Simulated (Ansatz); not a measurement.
Total energies of `O=C=[N][SnH][Cl]` radical.

```xyz
6

O    -1.734    1.451    1.715
C    -1.262    0.858    0.830
N    -0.841    0.222   -0.104
Sn    0.963   -0.106   -0.965
Cl    2.243   -1.130    0.702
H     0.631   -1.295   -2.178
```

Charge 0, multiplicity 2. Correlated methods include outer-core shells of Sn, which these sets cover unevenly. Sn: def2 effective core potential. All single points use the PBE0-D4/def2-TZVP geometry. It is one conformer, not always the lowest. Basis def2-TZVPP, Ansatz.

RPA on PBE orbitals: Hartree–Fock energy of these orbitals -840.67628 Eh, correlation -1.58835 Eh (frozen core).

```
             functional  energy without D4 (Eh)  D4 term (kJ/mol)
            LDA (SPW92)              -840.17395                 –
                    PBE              -842.94219             -16.4
                 revPBE              -843.23100             -42.4
                   BLYP              -843.23458             -35.0
                 r2SCAN              -843.28107              -3.9
                 B97M-V              -843.16581                 –
                   PBE0              -842.97788             -14.0
                  B3LYP              -843.39836             -26.8
                r2SCANh              -843.25459              -4.2
                r2SCAN0              -843.21657              -4.7
HSE06 (plane-wave form)              -842.96130             -13.3
                  BHLYP              -843.14651             -23.4
              CAM-B3LYP              -843.23979             -14.6
                LC-ωPBE              -843.09748                 –
                ωB97X-V              -843.16245                 –
                ωB97M-V              -843.19464                 –
                 B2PLYP              -842.85620                 –
               PBE-QIDH              -842.66633                 –
```

B3LYP takes the VWN-RPA correlation (the form of Gaussian; ORCA's B3LYP/G). HSE06 is the plane-wave form, built on full-range PBE exchange. The double hybrids freeze the cores in their second-order part.

LC-ωPBE has ω = 0.4 bohr⁻¹.
